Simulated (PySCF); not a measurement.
CH8GeOSi, SMILES C[SiH2][O][GeH3]. Geometry: TPSSh-D3(BJ)/def2-SVP. The structure was generated by enumeration, and PubChem lists no compound with its InChIKey, so it may never have been made. One conformer was computed; it need not be the lowest.

Computed equilibrium geometry at TPSSh-D3(BJ)/def2-SVP (PySCF confirms it by a frequency run) as Cartesian coordinates in Å, and its point group (one conformer of several):
point group Cs.
```xyz
12

Si    -0.5508     1.5931     0.0000
C      0.6077     3.0637     0.0000
O      0.3692     0.2025     0.0000
Ge     0.0472    -1.5506     0.0000
H     -1.4326     1.6257     1.2054
H     -1.4326     1.6257    -1.2054
H      1.2543     3.0524     0.8921
H      0.0376     4.0078     0.0000
H      1.2543     3.0524    -0.8921
H      1.4256    -2.2244     0.0000
H     -0.7524    -1.9129     1.2658
H     -0.7524    -1.9129    -1.2658
```
